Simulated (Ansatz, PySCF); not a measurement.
CH3AlBrFO. Atoms are numbered in the order given.

```xyz
8

Al     0.6792     0.5165     0.0000
F      2.3329     0.5056     0.0000
Br    -0.4293    -1.4315     0.0000
O     -0.1128     1.9938     0.0000
C     -1.4225     2.4922     0.0000
H     -1.5905     3.1213    -0.8914
H     -1.5905     3.1213     0.8914
H     -2.1826     1.6894     0.0000
```

The structure is a stationary point at B3LYP-D3(BJ)/def2-SVP. Other conformers were not sampled.

Vertical ionisation energy (IE) and electron affinity (EA) in eV. Rows of orbital energies are one-electron estimates. Where ΔSCF, EOM or ADC give a negative EA the extra electron is unbound and the value depends on the basis.

```
level                                                                   IE     EA
-------------------------------------------------------------------  -----  -----
−ε(HOMO), −ε(LUMO), M06-2X/def2-TZVP (PySCF)                         10.12   0.52
−ε(HOMO), −ε(LUMO), PBE/def2-TZVP (PySCF)                             7.12   1.96
ΔSCF, PBE0/def2-SVPD (Ansatz), final states of multiplicity 2 and 2  10.80  -0.05
ΔSCF, PBE/def2-SVPD (Ansatz), final states of multiplicity 2 and 2   10.30   0.09
```

Task: What vertical singlet–triplet gap does ΔSCF give with PBE0/def2-SVPD (Ansatz, a program for electronic structure) and with PBE/def2-SVPD (Ansatz)? (The exact figures need the calculation; the answer reports its results.)

Result: 5.95 and 5.34 eV (triplet above singlet where positive).
